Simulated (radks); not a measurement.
Results of a calculation; reference values are marked as such.
Task: The mean radii <r> (bohr) of the occupied orbitals of an atom or ion are listed with their occupations. Code: a radial shooting solver on a logarithmic mesh with Libxc functionals. Model: scalar-relativistic Kohn-Sham, PBE, spin-unpolarised, spherical densities, point nucleus.

| orbital | occ. | <r> |
|---|---|---|
| 1s | 2 | 0.01578 |
| 2s | 2 | 0.06646 |
| 2p | 6 | 0.06054 |
| 3s | 2 | 0.1715 |
| 3p | 6 | 0.1737 |
| 3d | 10 | 0.1575 |
| 4s | 2 | 0.3768 |
| 4p | 6 | 0.4022 |
| 4d | 10 | 0.4216 |
| 4f | 14 | 0.4377 |
| 5s | 2 | 0.8127 |
| 5p | 6 | 0.9079 |
| 5d | 5 | 1.071 |

Name the element and its charge.

Result: Z = 83, bismuth, charge +10: Bi10+ in [Xe] 4f14 5d5. The 1s radius gives Z: for a bare nucleus <r> = (2 gamma + 1)/(2Z) with gamma = sqrt(1 - (Z/c)^2), 0.01561 bohr for Z = 83, and screening makes it slightly larger (0.01578 here). The occupations add up to 73, and the charge is Z minus that.
